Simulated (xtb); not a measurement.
The xtb input:
```
$ xtb mol.xyz --gfn 2 --chrg -1 --uhf 1 --etemp 1000 --json

# file mol.xyz
3

Ge     0.00262673    -0.01192623     1.28932309
I      1.10279430    -1.88448564    -0.40894272
I     -1.10438024     1.89168638    -0.36951650
```

What does this run give for the total energy (a free energy at this electronic temperature), partial charges in atom order?


```yaml
total energy (a free energy at this electronic temperature): -9.8806 Eh
partial_charges_in_atom_order: Ge1 0.10, I2 -0.55, I3 -0.55
```
